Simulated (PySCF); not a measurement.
A GIAO shielding run with PySCF 2.14.0 with density-fitted response routines (density fitting, non-relativistic, gas phase) on `C[C@@H]1[SiH2]C=C1C#CCF`, C7H9FSi:

```
$ OMP_NUM_THREADS=1 python probes_run.py task.json out

{"job": {"kind": "nmr", "xc": "PBE0", "basis": "pcSseg-1"}, "charge": 0, "multiplicity": 1}
C     -1.350736     1.609217    -0.136058
C     -1.359264     0.207908    -0.727893
Si    -2.640949    -1.079492    -0.051342
C     -0.930593    -1.724675     0.401931
C     -0.275063    -0.691592    -0.163292
C      1.094638    -0.423140    -0.251108
C      2.274584    -0.185945    -0.331341
C      3.677128     0.142259    -0.453447
F      3.860672     1.346478    -1.102185
H     -0.424325     2.127006    -0.384387
H     -1.435018     1.566513     0.948457
H     -2.184561     2.191982    -0.522678
H     -1.281455     0.282798    -1.815686
H     -3.405256    -1.820271    -1.052710
H     -3.490878    -0.597952     1.035158
H     -0.485993    -2.569752     0.902926
H      4.205722    -0.617575    -1.043720
H      4.142586     0.242550     0.535774
```

Hardware: 1 thread of an Arm Neoverse V1, shared host. The job also computes population analyses, field gradients, ring-centre shieldings.

**Question.** How large is the calculation?

**Answer.** 74 electrons, 205 basis functions and 1081 auxiliary functions.

**Question.** How long does it take, and how much memory does it need?

**Answer.** 42 s of wall time, with 15 SCF cycles and 5 response iterations; peak memory 0.93 GiB. Times on a shared host scatter by some tens of per cent.
